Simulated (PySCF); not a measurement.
Simulation results for CH5AlGeO, B2GeH5O, B2GeH3O, BGeH4 and others

Computed with PySCF 2.14.0. Calculation on a computer-drawn molecule: the log of a Hartree-Fock and frozen-core CCSD(T) single point meant for a local Hartree-Fock minimum, with one planted fault or none, to be diagnosed. Offsets are logged minus clean, where the clean run is the same molecule without the fault. The reference is restricted for singlets and unrestricted otherwise, and also for a bond in bohr or an excited solution. Adding or removing an electron swaps singlet and doublet. The excited solution moves the top pair (singlet) or top alpha electron (doublet) to the lowest empty orbital. Highest occupied and lowest empty are orbital energies over both spins, largest force is the largest gradient component, triples share is (T) over the correlation energy, the T1 limit is 0.02 restricted and 0.045 unrestricted, electrons count all cores, a negative frequency is imaginary (commonest isotopes), and the dipole is about the centre of nuclear charge; on germanium a core potential holds 10 electrons, which the energies leave out, and 3d is frozen in MP2 and coupled-cluster steps.

Common to all runs: meant multiplicity 1; meant basis and core potential on germanium cc-pVDZ-PP ECP10MDF; logged SCF converged yes; possible faults no fault, one electron removed, one electron added, multiplicity raised by two, geometry at a saddle point, SCF held on an excited solution, minimal basis STO-3G, one bond length entered in bohr, all coordinates scaled.

```json
{"entry": 1, "formula": "CH5AlGeO", "logged_structure": {"atoms_angstrom": [["Al", -0.3418, 0.3064, 3.3739], ["O", -0.9715, -0.6567, 2.0942], ["C", -1.4676, -1.5321, 1.079], ["Ge", -2.394, -0.4688, -0.3766], ["H", -2.19, -2.2684, 1.5201], ["H", -0.6259, -2.123, 0.6308], ["H", -1.3757, 0.5432, -1.0205], ["H", -3.5929, 0.3403, 0.2428], ["H", -2.9458, -1.4282, -1.4992]]}, "given": {"meant_charge": 0, "meant_basis": "cc-pV(D+d)Z", "logged_electrons": 64, "logged_basis_functions": 99, "logged_spin_squared": 0.0, "logged_highest_occupied [eV]": -8.6535, "logged_lowest_empty [eV]": 1.7337, "logged_largest_force [hartree/bohr]": 0.015405, "logged_T1_diagnostic": 0.016969, "logged_D1_diagnostic": 0.047894, "logged_triples_share": 0.028356, "logged_CC_converged": "yes", "logged_dipole_magnitude [debye]": 0.94572, "logged_SCF_stable_within_its_kind": "yes", "logged_energy_HF [hartree]": -650.95579, "logged_energy_CCSD(T) [hartree]": -651.49661, "drawn_bonds_atom": [1, 2, 3, 3, 3, 4, 4, 4], "drawn_bonds_other_atom": [2, 3, 4, 5, 6, 7, 8, 9], "drawn_bonds_order": [1, 1, 1, 1, 1, 1, 1, 1]}, "results": {"planted_fault": "all coordinates scaled, by +2.6 %", "HF_energy_offset_from_clean_run [kcal/mol]": 3.385, "CCSD(T)_energy_offset_from_clean_run [kcal/mol]": 0.4619}}
{"entry": 2, "formula": "CH5AlGeO", "logged_structure": {"atoms_angstrom": [["Al", -0.3331, 0.2986, 3.2884], ["O", -0.9469, -0.6401, 2.0411], ["C", -1.4304, -1.4933, 1.0517], ["Ge", -2.3333, -0.4569, -0.3671], ["H", -2.1345, -2.2109, 1.4815], ["H", -0.6101, -2.0692, 0.6148], ["H", -1.3408, 0.5295, -0.9947], ["H", -3.5019, 0.3316, 0.2367], ["H", -2.8712, -1.392, -1.4612]]}, "given": {"meant_charge": 0, "meant_basis": "cc-pV(D+d)Z", "logged_electrons": 64, "logged_basis_functions": 99, "logged_spin_squared": 0.0, "logged_highest_occupied [eV]": -4.311, "logged_lowest_empty [eV]": -3.3864, "logged_largest_force [hartree/bohr]": 0.012673, "logged_dipole_magnitude [debye]": 1.3723, "logged_SCF_stable_within_its_kind": "no", "logged_energy_HF [hartree]": -650.60269, "drawn_bonds_atom": [1, 2, 3, 3, 3, 4, 4, 4], "drawn_bonds_other_atom": [2, 3, 4, 5, 6, 7, 8, 9], "drawn_bonds_order": [1, 1, 1, 1, 1, 1, 1, 1]}, "results": {"planted_fault": "SCF held on an excited solution", "HF_energy_offset_from_clean_run [kcal/mol]": 225.0}, "notes": ["coupled-cluster numbers left out as unreliable"]}
{"entry": 3, "formula": "B2GeH5O", "logged_structure": {"atoms_angstrom": [["B", -0.928, 0.7654, 2.6205], ["Ge", -0.7823, 0.5125, 0.3911], ["B", -0.1122, -1.6111, -0.0311], ["O", -0.7504, -2.4297, -0.9686], ["H", -1.0058, 0.9209, 3.8643], ["H", -2.267, 1.0045, -0.0308], ["H", 0.3132, 1.6708, 0.1052], ["H", 0.8868, -2.0357, 0.6151], ["H", -1.5426, -2.0921, -1.4834]]}, "given": {"meant_charge": 1, "meant_basis": "cc-pVDZ", "logged_electrons": 54, "logged_basis_functions": 90, "logged_spin_squared": 0.0, "logged_highest_occupied [eV]": -15.244, "logged_lowest_empty [eV]": -4.9827, "logged_largest_force [hartree/bohr]": 0.054734, "logged_T1_diagnostic": 0.021507, "logged_D1_diagnostic": 0.063996, "logged_triples_share": 0.028945, "logged_CC_converged": "yes", "logged_dipole_magnitude [debye]": 6.3143, "logged_SCF_stable_within_its_kind": "yes", "logged_energy_HF [hartree]": -420.20541, "logged_energy_CCSD(T) [hartree]": -420.69157, "drawn_bonds_atom": [1, 2, 3, 1, 2, 2, 3, 4], "drawn_bonds_other_atom": [2, 3, 4, 5, 6, 7, 8, 9], "drawn_bonds_order": [1, 1, 1, 1, 1, 1, 1, 1]}, "results": {"planted_fault": "all coordinates scaled, by +6.0 %", "HF_energy_offset_from_clean_run [kcal/mol]": 15.16, "CCSD(T)_energy_offset_from_clean_run [kcal/mol]": 10.07}, "notes": ["T1 above single-reference limit"]}
{"entry": 4, "formula": "B2GeH3O", "logged_structure": {"atoms_angstrom": [["B", 0.6407, 1.2692, -1.8325], ["Ge", 2.5334, 1.3835, -0.8918], ["B", 3.5264, -0.1482, -1.7711], ["O", 4.0192, -1.0449, -2.3258], ["H", -0.4074, 1.2093, -2.3506], ["H", 3.0187, 2.7485, -1.2731], ["H", 2.2054, 1.1722, 0.5547]]}, "given": {"meant_charge": 1, "meant_basis": "cc-pVDZ", "logged_electrons": 52, "logged_basis_functions": 80, "logged_spin_squared": 0.0, "logged_highest_occupied [eV]": -18.231, "logged_lowest_empty [eV]": -5.8893, "logged_largest_force [hartree/bohr]": 0.02187, "logged_T1_diagnostic": 0.020532, "logged_D1_diagnostic": 0.050312, "logged_triples_share": 0.03253, "logged_CC_converged": "yes", "logged_dipole_magnitude [debye]": 8.7436, "logged_SCF_stable_within_its_kind": "yes", "logged_energy_HF [hartree]": -419.05343, "logged_energy_CCSD(T) [hartree]": -419.50449, "drawn_bonds_atom": [1, 2, 3, 1, 2, 2], "drawn_bonds_other_atom": [2, 3, 4, 5, 6, 7], "drawn_bonds_order": [1, 1, 2, 1, 1, 1]}, "results": {"planted_fault": "all coordinates scaled, by -1.1 %", "HF_energy_offset_from_clean_run [kcal/mol]": 0.5624, "CCSD(T)_energy_offset_from_clean_run [kcal/mol]": 1.769}, "notes": ["T1 above single-reference limit"]}
{"entry": 5, "formula": "BGeH4", "logged_structure": {"atoms_angstrom": [["B", -2.0469, -0.8991, 0.5807], ["Ge", 0.0064, -1.3055, 0.1181], ["H", -3.1813, -0.6744, 0.8363], ["H", 0.0586, -1.0555, -1.3763], ["H", 0.1554, -2.7529, 0.544], ["H", 1.3919, 0.6076, 1.7392]]}, "given": {"meant_charge": 1, "meant_basis": "cc-pVDZ", "logged_electrons": 40, "logged_basis_functions": 57, "logged_spin_squared": 0.9061, "logged_highest_occupied [eV]": -15.233, "logged_lowest_empty [eV]": -5.7966, "logged_largest_force [hartree/bohr]": 0.015068, "logged_T1_diagnostic": 0.04551, "logged_D1_diagnostic": 0.13656, "logged_triples_share": 0.033949, "logged_CC_converged": "yes", "logged_dipole_magnitude [debye]": 4.7242, "logged_SCF_stable_within_its_kind": "yes", "logged_energy_HF [hartree]": -319.93977, "logged_energy_CCSD(T) [hartree]": -320.11919, "drawn_bonds_atom": [1, 1, 2, 2, 2], "drawn_bonds_other_atom": [2, 3, 4, 5, 6], "drawn_bonds_order": [1, 1, 1, 1, 1]}, "results": {"planted_fault": "one bond length entered in bohr, row 5 of the drawn bonds", "HF_energy_offset_from_clean_run [kcal/mol]": 61.82, "CCSD(T)_energy_offset_from_clean_run [kcal/mol]": 70.96}, "notes": ["T1 above single-reference limit"]}
{"entry": 6, "formula": "BGeH4", "logged_structure": {"atoms_angstrom": [["B", -2.0469, -0.8991, 0.5807], ["Ge", 0.0064, -1.3055, 0.1181], ["H", -3.1813, -0.6744, 0.8363], ["H", 0.0586, -1.0555, -1.3763], ["H", 0.1554, -2.7529, 0.544], ["H", 0.7395, -0.2932, 0.976]]}, "given": {"meant_charge": 1, "meant_basis": "cc-pVDZ", "logged_electrons": 39, "logged_basis_functions": 57, "logged_spin_squared": 0.7645, "logged_highest_occupied [eV]": -24.881, "logged_lowest_empty [eV]": -16.7, "logged_largest_force [hartree/bohr]": 0.09679, "logged_T1_diagnostic": 0.025615, "logged_D1_diagnostic": 0.06368, "logged_triples_share": 0.027351, "logged_CC_converged": "yes", "logged_dipole_magnitude [debye]": 8.0107, "logged_SCF_stable_within_its_kind": "yes", "logged_energy_HF [hartree]": -319.38587, "logged_energy_CCSD(T) [hartree]": -319.55776, "drawn_bonds_atom": [1, 1, 2, 2, 2], "drawn_bonds_other_atom": [2, 3, 4, 5, 6], "drawn_bonds_order": [1, 1, 1, 1, 1]}, "results": {"planted_fault": "one electron removed", "HF_energy_offset_from_clean_run [kcal/mol]": 409.4, "CCSD(T)_energy_offset_from_clean_run [kcal/mol]": 423.3}}
{"entry": 7, "formula": "CH5BGeN", "logged_structure": {"atoms_angstrom": [["B", 1.6854, 0.548, 1.3272], ["Ge", 1.6126, 2.1006, 0.054], ["C", 0.3413, 1.3279, -1.2922], ["N", -0.6185, 1.9676, -1.8534], ["H", 2.0947, -0.321, 2.0199], ["H", 0.7364, 3.1569, 0.7483], ["H", 0.5161, 0.3395, -1.7132], ["H", -0.8822, 2.8911, -1.5553], ["H", -1.154, 1.5767, -2.6104]]}, "given": {"meant_charge": 1, "meant_basis": "cc-pVDZ", "logged_electrons": 54, "logged_basis_functions": 90, "logged_spin_squared": 0.0, "logged_highest_occupied [eV]": -9.5259, "logged_lowest_empty [eV]": -7.6638, "logged_largest_force [hartree/bohr]": 0.097028, "logged_CC_converged": "no", "logged_dipole_magnitude [debye]": 8.253, "logged_SCF_stable_within_its_kind": "no", "logged_energy_HF [hartree]": -412.70829, "drawn_bonds_atom": [1, 2, 3, 1, 2, 3, 4, 4], "drawn_bonds_other_atom": [2, 3, 4, 5, 6, 7, 8, 9], "drawn_bonds_order": [1, 2, 1, 1, 1, 1, 1, 1]}, "results": {"planted_fault": "SCF held on an excited solution", "HF_energy_offset_from_clean_run [kcal/mol]": 156.4}, "notes": ["CCSD not converged"]}
{"entry": 8, "formula": "B2GeH6N", "logged_structure": {"atoms_angstrom": [["B", 0.6695, -0.3214, 1.1431], ["N", 0.7919, 0.407, 0.0813], ["Ge", -0.6957, 0.8087, -1.2483], ["B", -0.6967, 2.8734, -1.5262], ["H", 0.5007, -0.9867, 2.091], ["H", 1.687, 0.816, -0.1506], ["H", -0.259, -0.0658, -2.4118], ["H", -1.8635, 0.1962, -0.4876], ["H", 0.1427, 3.5488, -1.0182], ["H", -1.5554, 3.3334, -2.2101]]}, "given": {"meant_charge": 1, "meant_basis": "cc-pVDZ", "logged_electrons": 55, "logged_basis_functions": 95, "logged_spin_squared": 0.7611, "logged_highest_occupied [eV]": -5.0488, "logged_lowest_empty [eV]": 0.62496, "logged_largest_force [hartree/bohr]": 0.050741, "logged_T1_diagnostic": 0.061939, "logged_D1_diagnostic": 0.39044, "logged_triples_share": 0.033696, "logged_CC_converged": "yes", "logged_dipole_magnitude [debye]": 10.316, "logged_SCF_stable_within_its_kind": "yes", "logged_energy_HF [hartree]": -400.58529, "logged_energy_CCSD(T) [hartree]": -401.08011, "drawn_bonds_atom": [1, 2, 3, 1, 2, 3, 3, 4, 4], "drawn_bonds_other_atom": [2, 3, 4, 5, 6, 7, 8, 9, 10], "drawn_bonds_order": [1, 1, 1, 1, 1, 1, 1, 1, 1]}, "results": {"planted_fault": "one electron added", "HF_energy_offset_from_clean_run [kcal/mol]": -91.26, "CCSD(T)_energy_offset_from_clean_run [kcal/mol]": -109.3}, "notes": ["T1 above single-reference limit"]}
```
